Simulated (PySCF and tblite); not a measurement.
Results of a calculation; reference values are marked as such.
C₄H₈BrClSi, numbered as in [Cl:1][C@H:2]1[CH2:3][SiH2:4][CH2:5][C@@H:6]1[Br:7].

Search: ETKDG and KDG, MMFF94s, GFN2-xTB, 60 starts; geometries at GFN2-xTB. Energies: PBE0-D3(BJ)/def2-SVP (IEF-PCM, cyclohexane), with GFN2-xTB thermal terms (modes under about 100 cm⁻¹ blended into free rotors). Symmetry numbers and mirror images are counted. Conformers within 2.5 kcal/mol (GFN2-xTB free energy) were kept, 5 at most. Codes: tblite and PySCF.

The 5-ring runs over atoms 2–3–4–5–6.

| conformer | shape | symmetry |
| --- | --- | --- |
| 1 | 5-ring twist (ring torsions 11, 14, -37, 48, -34°) | C1 |
| 2 | 5-ring twist (ring torsions -13, -14, 39, -52, 38°) | C1 |

Q: Which of these conformers is the most populated at 298.15 K, and with what share?

A: Conformer 1, about 91 %.

Q: Give the DFT energies and free energies relative to the lowest, and all weights.

A: 
```tsv
conformer	shape	E(DFT) kcal/mol	G(298.15 K) kcal/mol	weight %
1	5-ring twist (ring torsions 11, 14, -37, 48, -34°)	0.00	0.00	91.3
2	5-ring twist (ring torsions -13, -14, 39, -52, 38°)	1.74	1.39	8.7
```

Q: How does its share change from 250 K to 350 K?

A: From 95 % to 87 %; the mixing entropy goes from 0.40 to 0.76 cal/(mol K).
